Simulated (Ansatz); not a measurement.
CF2 (SMILES F[C]F) moved off its minimum; all values from Ansatz (a quantum-chemistry and plane-wave program), cores frozen in correlated methods.
(charge 0, multiplicity 1)
```xyz
3

F     -0.9783    -0.2629     0.1777
C     -0.0378     0.8050     0.1078
F      1.0682    -0.0312     0.0647
```

Q: Give the forces (eV/Å), the total energy and the dipole at CCSD(T)/aug-cc-pVTZ.

A: 
```tsv
atom	Fx	Fy	Fz
F1	1.019	3.131	-0.112
C2	0.260	-5.777	0.094
F3	-1.279	2.646	0.019
```
Energy -237.4201 hartree, dipole 0.38 D.

Doubts at one or more of the structures used: a restricted determinant that unrestricted orbitals would lower (CCSD(T)/aug-cc-pVTZ).
